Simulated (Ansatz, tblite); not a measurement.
Forces on NiO2⁻ at its PBE0-D4/def2-TZVPD geometry. Charge -1, multiplicity 2.

The xTB rows come from tblite. At HF/def2-TZVPD the charge -1 doublet is spin-contaminated (final ⟨S²⟩ up to 1.75, 0.75 for a pure state). The order of the spin states hangs on the level: the quartet lies 0.17 eV below the doublet at PBE0-D4/def2-TZVPD, but 0.36 eV above it at GFN1-xTB. The structure comes from a short search, and lower isomers may exist.

GFN1-xTB (tblite), largest force 3.89 eV/Å:

```xyz
3
positions Å, forces eV/Å
Ni   -0.023    0.015   -0.011    0.732   -0.491    0.345
O    -1.289    0.864   -0.606    2.280   -1.528    1.073
O     1.312   -0.879    0.617   -3.013    2.019   -1.417
```

GFN2-xTB (tblite), largest force 2.42 eV/Å:

```
Ni 0.837 -0.561 0.394
O 1.035 -0.693 0.487
O -1.871 1.254 -0.880
```

HF/def2-TZVPD (Ansatz), largest force 3.57 eV/Å:

```
Ni -0.779 0.572 -0.382
O -1.971 1.296 -0.920
O 2.751 -1.867 1.301
```
